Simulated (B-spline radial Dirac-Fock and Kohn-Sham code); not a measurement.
Scattering functions of As³⁺

System: arsenic as As³⁺, [Ar] 3d10 4s1 4p1 (an excited configuration).

Input file task.json (cfg lists n, l and occupation; rrms is the nuclear radius in fm):

```json
{"items": [{
  "Z": 33,
  "q": 3,
  "cfg": [[1, 0, 2], [2, 0, 2], [2, 1, 6], [3, 0, 2], [3, 1, 6], [3, 2, 10], [4, 0, 1], [4, 1, 1]],
  "A": 75,
  "rrms": 4.0968,
  "do": ["scatter"],
  "s": [0.0, 0.05, 0.1, 0.15, 0.2, 0.25, 0.3, 0.35, 0.4, 0.45, 0.5, 0.6, 0.7, 0.8, 0.9, 1.0, 1.1, 1.2, 1.4, 1.6, 1.8, 2.0, 2.5, 3.0, 3.5, 4.0, 5.0, 6.0],
  "pz": [0, 0.1, 0.2, 0.3, 0.4, 0.5, 0.6, 0.8, 1.0, 1.2, 1.4, 1.6, 1.8, 2.0, 2.5, 3.0, 4.0, 5.0, 7.0, 10.0, 15.0, 20.0, 30.0, 40.0, 60.0, 100.0],
  "hv_scatter": [1000, 5000, 8047.8, 20000, 50000, 100000, 500000, 1000000]
}]}
```

Run with: `python xray_run.py task.json out`

These are calculated numbers from a B-spline atomic structure program; the model is relativistic Hartree-Fock (Dirac-Fock) wave functions, averaged over the configuration. f₀ is the Fourier transform of the spherical electron density, S the Waller-Hartree incoherent function, and s = sin θ/λ. The electron scattering factor follows from the Mott-Bethe formula f_e = 0.023934 Å⁻¹·(Z − f₀)/s².

```
s (Å⁻¹)      f₀       S  f_e (Å)
      0  30.000   0.000        –
   0.05  29.683   0.404   31.755
    0.1  28.800   1.429   10.052
   0.15  27.518   2.708    5.831
    0.2  26.020   3.990    4.177
   0.25  24.444   5.211    3.276
    0.3  22.869   6.392    2.694
   0.35  21.328   7.550    2.280
    0.4  19.835   8.683    1.969
   0.45  18.398   9.778    1.726
    0.5  17.029  10.825    1.529
    0.6  14.536  12.758    1.228
    0.7  12.428  14.483    1.005
    0.8  10.725  16.019    0.833
    0.9   9.399  17.375    0.697
      1   8.390  18.563    0.589
    1.1   7.629  19.593    0.502
    1.2   7.050  20.484    0.431
    1.4   6.233  21.932    0.327
    1.6   5.636  23.060    0.256
    1.8   5.115  23.978    0.206
      2   4.617  24.748    0.170
    2.5   3.470  26.205    0.113
      3   2.581  27.160    0.081
    3.5   1.987  27.784    0.061
      4   1.620  28.208    0.047
      5   1.251  28.766    0.030
      6   1.061  29.142    0.021
```

f₀ starts at the number of electrons, 30, and has fallen to half at s ≈ 0.58 Å⁻¹. The sum of ⟨r²⟩ over the electrons is 17.54 bohr². For an ion f_e diverges as s goes to zero, because of the net charge.
